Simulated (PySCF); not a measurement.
# Reading the logs of faulty runs: BFH5Si2

All numbers below are calculated, not measured. The program is PySCF 2.14.0, an open-source quantum chemistry code, run on an isolated molecule that a program drew, which may never have been made. The molecule is BFH5Si2 (charge 0, doublet), drawn as the SMILES string `[BH][SiH2][SiH2]F`.

Each row is a Hartree-Fock (HF) and frozen-core CCSD(T) single point in the cc-pV(D+d)Z basis, meant for a local HF minimum. Run 1 is clean. Each other run has one planted mistake out of seven kinds, and not every kind appears here: one electron removed, one electron added, multiplicity raised by two, geometry at a saddle point, minimal basis STO-3G, one bond length entered in bohr, all coordinates scaled. The reference is restricted for singlets and unrestricted otherwise, and also for a bond in bohr. Adding or removing an electron swaps singlet and doublet. Electrons count all cores. HOMO and LUMO are orbital energies over both spins, the gradient is its largest component, and the lowest frequency (negative if imaginary) is given only where the gradient is small. Bond lengths are over the 8 bonds as drawn. T1 is the CCSD diagnostic: over 0.02 (restricted) or 0.045 (unrestricted) a single reference is doubtful.

Geometry of the clean run:
```xyz
9
BFH5Si2, angstrom
B     0.6363   -0.1424   -0.1509
Si   -0.8786    0.8272   -1.0514
Si   -2.7713   -0.5895   -0.9186
F    -2.3049   -2.0980   -1.3059
H     1.5998   -0.7613   -0.4849
H    -1.2035    2.0744   -0.3141
H    -0.6356    1.1856   -2.4735
H    -3.8351   -0.2006   -1.8654
H    -3.3227   -0.6423    0.4496
```

```
run  electrons  basis functions  <S^2>  HOMO (eV)  LUMO (eV)  gradient (hartree/bohr)  lowest frequency (cm^-1)  mean bond (Å)  longest bond (Å)      T1  HF (hartree)  CCSD(T) (hartree)                          mistake
  1         47               99  0.758      -9.12       0.79                  1.8e-05                        28         1.6402             2.368  0.0149    -704.87965         -705.38772                         no fault
  2         46               99  0.000     -16.05      -6.55                  4.4e-02                         -         1.6402             2.368  0.0210    -704.59196         -705.09438             one electron removed
  3         47               33  0.754      -7.09       6.18                  3.0e-02                         -         1.6402             2.368  0.0092    -696.44637         -696.60554             minimal basis STO-3G
  4         47               99  1.733      -8.99       0.16                  1.1e-02                         -         1.9036             4.475  0.0551    -704.79128         -705.27867  one bond length entered in bohr
  5         47               99  3.775      -8.12      -2.12                  3.4e-02                         -         1.6402             2.368  0.0283    -704.75552         -705.25508       multiplicity raised by two
  6         48               99  0.000      -0.21       6.75                  3.5e-02                         -         1.6402             2.368  0.0233    -704.83923         -705.38518                                ?
```

**Which mistake was planted in run 6, and what did it cost?**

It counts 48 electrons, one more than the clean run, at the same geometry and basis. So the mistake is: one electron added. Subtracting run 1 and multiplying by 627.51 kcal/mol a hartree, the energy moved by 25.4 kcal/mol in HF and 1.6 kcal/mol in CCSD(T).

Cautions from the logs. Run 2: T1 is over the limit, so its CCSD(T) energy is less reliable; run 4: T1 is over the limit, so its CCSD(T) energy is less reliable; run 6: T1 is over the limit, so its CCSD(T) energy is less reliable and the added electron raises the CCSD(T) energy, so it isn't bound in this basis.
